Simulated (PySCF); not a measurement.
`C=C/C=C/c1cccs1`, C$_{8}$H$_{8}$S

Cartesian coordinates in Å; atom numbers follow the order of the lines, from 1:
```xyz
17

C     3.733    0.920   -0.245
C     2.773    0.053    0.072
C     1.370    0.331   -0.069
C     0.401   -0.544    0.252
C    -1.002   -0.300    0.125
C    -2.029   -1.156    0.437
C    -3.303   -0.612    0.195
C    -3.247    0.652   -0.300
S    -1.632    1.208   -0.482
H     4.777    0.683   -0.128
H     3.502    1.899   -0.632
H     3.031   -0.925    0.460
H     1.101    1.305   -0.458
H     0.664   -1.520    0.642
H    -1.868   -2.144    0.829
H    -4.223   -1.137    0.380
H    -4.057    1.299   -0.573
```

Method used: quadratic response LC-wPBE/def2-SVPD first hyperpolarisability, Taylor convention, gas phase (PySCF). Geometry: GFN2-xTB.

Q: Give the tensor of the static β(0;0,0) in the axes of these coordinates.

A: In au, Taylor convention; rows are the first index (the induced dipole):
|  | xx | yy | zz | xy | xz | yz |
| --- | --- | --- | --- | --- | --- | --- |
| x | -483.4 | -9.0 | -13.6 | -64.4 | +14.9 | -3.1 |
| y | -64.4 | -28.1 | -18.8 | -9.0 | -3.1 | -10.2 |
| z | +14.9 | -10.2 | +27.4 | -3.1 | -13.6 | -18.8 |

Norm of βᵢ = ⅓ Σⱼ (βᵢⱼⱼ + βⱼᵢⱼ + βⱼⱼᵢ): 519.0 au, hyper-Rayleigh value 210.7 au.
